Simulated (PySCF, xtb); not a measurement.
Ge(H)(Br)(Me)2 (C2H7BrGe), SMILES [Br][GeH]([CH3])[CH3].

Harmonic wavenumbers (cm⁻¹) from GFN2-xTB run with xtb 6.7.1 at its own minimum, in rising order: 105, 112, 128, 140, 155, 282, 548, 580, 588, 631, 749, 798, 807, 809, 1322, 1325, 1448, 1450, 1452, 1455, 1832, 3001, 3004, 3011, 3012, 3025, 3027.

What does PBE0-D3(BJ)/def2-SVP run with PySCF 2.14.0 give at its own minimum? (Estimate from the structure and the level; the computed values follow.)

128, 133, 141, 158, 179, 296, 599, 612, 632, 667, 755, 842, 853, 859, 1251, 1257, 1422, 1427, 1428, 1438, 2151, 3066, 3067, 3177, 3178, 3192, 3192. Paired by order, the mean absolute difference is 65 cm⁻¹ and the zero-point energies are 49.7 and 51.6 kcal/mol.
